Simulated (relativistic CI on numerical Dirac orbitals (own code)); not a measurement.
**Radial parameters of Au IX**

These numbers are calculated, not measured: Dirac-Coulomb-Breit CI, separate exchange-only KLI orbitals for each configuration, a model potential for QED, unscaled Slater integrals (own radial code, finite nucleus).

Slater integrals F^k, G^k are unscaled and averaged over j, outside the closed core [Kr] 4d10 4f14; ζ comes from projecting the Hamiltonian with its Breit term on Σ l·s of the shell.

- 5s²5p⁶5d³: F^2(5d,5d) = 85700, F^4(5d,5d) = 58243, ζ(5d) = 7632.6 cm⁻¹; <r>(5d) = 1.239, <r^2>(5d) = 1.73 (bohr units).
- 5s²5p⁶5d²6s: F^2(5d,5d) = 86108, F^4(5d,5d) = 58518, ζ(5d) = 7898.8, G^2(5d,6s) = 25318 cm⁻¹; <r>(5d) = 1.231, <r^2>(5d) = 1.71, <r>(6s) = 1.846, <r^2>(6s) = 3.778 (bohr units).
- 5s²5p⁶5d²5f: F^2(5d,5d) = 86100, F^4(5d,5d) = 58514, ζ(5d) = 7905.1, F^2(5d,5f) = 59107, F^4(5d,5f) = 37382, G^1(5d,5f) = 65943, G^3(5d,5f) = 41001, G^5(5d,5f) = 29320, ζ(5f) = 325.03 cm⁻¹; <r>(5d) = 1.231, <r^2>(5d) = 1.71, <r>(5f) = 1.813, <r^2>(5f) = 3.735 (bohr units).

(1) Give the Racah parameters of the d shell in 5s²5p⁶5d³.

In this model ζ of a weakly bound d, f or g electron outside closed shells comes out too small, for d by up to a factor of two or three and at times with the wrong sign; that of an outer p electron is too small as well.

Averages of the first 10 configurations, taken without configuration mixing, which lowers the lowest level and can move excited configurations by several eV; other configurations of the list can lie among them:

```
Configuration  Parity  States  Average energy above the lowest level (eV)
    5s²5p⁶5d³    even     120                                         5.9
  5s²5p⁶5d²6s    even      90                                        32.2
  5s²5p⁶5d²5f     odd     630                                        61.8
    5s²5p⁵5d⁴     odd    1260                                        71.1
  5s²5p⁶5d²6p     odd     270                                        47.8
 5s²5p⁶5d6s6p     odd     120                                        75.6
  5s²5p⁶5d²5g    even     810                                        89.4
 5s²5p⁶5d5f6s     odd     280                                        90.0
  5s²5p⁶5d²6d    even     450                                        68.4
     5s5p⁶5d⁴    even     420                                       126.1
```

Answers

(1) B = F²/49 − 5F⁴/441 = 1089 cm⁻¹ and C = 35F⁴/441 = 4622 cm⁻¹.
